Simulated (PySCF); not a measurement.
## Relaxation of doublet [AsH3]+

Method: UPBE0/[As def2-TZVP, H def2-TZVP], no relativity, density fitting, PySCF. A (50,194) grid was used.

A hand-made trigonal pyramidal start, of C3v symmetry, held to at least that symmetry:

```xyz
4
charge 1 multiplicity 2, angstrom
As    0.0000    0.0000   -0.0273
H     1.3239    0.0000    0.6766
H    -0.6619    1.1465    0.6766
H    -0.6619   -1.1465    0.6766
```

What does it relax to?

It ends at C3v with As–H 1.497 Å (×3); H–As–H 112.6° (×3). A frequency run shows a minimum. Other isomers or separated fragments may lie lower.

How much energy is released, and in how many steps?

30.9 kJ/mol in 4 steps.

The relaxation took 3.9 s on 2 threads of a shared Arm Neoverse V2 host, with 66 basis functions and 5 gradients; the process peaked at 0.48 GiB.
